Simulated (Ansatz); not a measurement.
Stepwise reaction of `CC(=O)O[SiH3]` with hydrogen fluoride, as a gas-phase model of exchange steps in deposition or etching. ΔE in kJ/mol; ΔG adds harmonic PBE0-D4 terms to CCSD(T)/CBS, at 1 bar.

Calculated with Ansatz (gas phase, PBE0-D4/def2-TZVP geometries, no zero-point term in ΔE). CCSD(T)/CBS is the MP2 limit (def2-TZVPP, def2-QZVPP) plus CCSD(T) − MP2 in def2-TZVPP, frozen cores. This one scheme is used for every species. Functionals use def2-TZVPP. B3LYP here is the variant with VWN-RPA as its local correlation; programs differ in this. Each species was taken in one conformer, which may not be the lowest.

```csv
step,reaction,PBE-D4,B3LYP-D4,ωB97M-V,CCSD(T)/CBS,ΔG(500 K)
1,`CC(=O)O[SiH3]` + H–F → `CC(=O)O[SiH2]F` + H₂,-119.1,-126.6,-129.0,-125.6,-123.5
2,`CC(=O)O[SiH2]F` + H–F → `CC(=O)O[SiH](F)F` + H₂,-129.0,-139.2,-138.5,-135.6,-134.6
```

Task: By hand: ΔE of the 2 steps together at CCSD(T)/CBS.

Result: (-125.6) + (-135.6) = -261.2 kJ/mol, or -130.6 kJ/mol a step.

In ΔE each step is lower than the one before. All are downhill at CCSD(T)/CBS. ΔG lies between -134.6 and -123.5 kJ/mol a step. PBE-D4 differs from CCSD(T)/CBS by 6.5 to 6.6 kJ/mol a step. Isolated molecules leave out the surface, adducts and barriers. Largest T1 diagnostic: 0.014.
